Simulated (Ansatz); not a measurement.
Reaction (cleavage of the Si–Si bond): `C[SiH](N)[SiH2]O` + H₂Te → `O[SiH2][TeH]` + `C[SiH2]N`

Isolated molecules relaxed with PBE0-D4/def2-TZVP in Ansatz; ΔE leaves out vibrations. CBS: MP2 limit from def2 TZ/QZ plus the TZ coupled-cluster correction, frozen cores. DFT in def2-TZVPP. B3LYP here is the variant with VWN-RPA as its local correlation; programs differ in this. HSE06 is defined as in plane-wave codes. Elements past krypton have def2 core potentials. For Te outer-core shells are correlated without core-valence functions, which leaves a few kJ/mol of doubt a bond. One conformer a species, not always the lowest.

Is it downhill or uphill in electronic energy at CCSD(T)/CBS, and by how much? (An estimate is asked.)

The calculation gave: Downhill: ΔE = -18.8 kcal/mol.

What do these levels give: PBE-D4, BLYP-D4, B3LYP-D4, r2SCAN0-D4, HSE06-D4, ωB97X-V, PBE, HF/def2-TZVPP, MP2/def2-TZVPP, MP2/def2-QZVPP, SCS-MP2/def2-QZVPP, CCSD/CBS(def2)? (Estimate.)

Computed: PBE-D4 -15.2, BLYP-D4 -15.8, B3LYP-D4 -16.9, r2SCAN0-D4 -18.1, HSE06-D4 -16.6, ωB97X-V -16.8, PBE -16.1, HF/def2-TZVPP -21.3, MP2/def2-TZVPP -20.0, MP2/def2-QZVPP -21.1, SCS-MP2/def2-QZVPP -20.6, CCSD/CBS(def2) -19.2 kcal/mol.

What do rigid-rotor, harmonic-oscillator terms from PBE0-D4/def2-TZVP frequencies (298.15 K, 1 bar) make of the CCSD(T)/CBS value? (An estimate is asked.)

Ansatz gave: ΔZPE = +0.9 kcal/mol, ΔH = -18.0 kcal/mol, ΔS = 19 J/(mol·K), ΔG = -19.4 kcal/mol. Modes under 50 cm⁻¹ make the entropy rough.

Largest T1 diagnostic among the species: 0.011.

In def2-TZVPP, CCSD(T) changes the Hartree–Fock value by +4.3 kcal/mol (the triples alone add +0.4 kcal/mol) and MP2 by +1.3 kcal/mol. The D4 term adds +1.3 kcal/mol with B3LYP and +0.8 kcal/mol with PBE0; it sums over pairs of atoms, weighted by their polarisabilities, and B3LYP, whose exchange is more repulsive, gets the larger term.
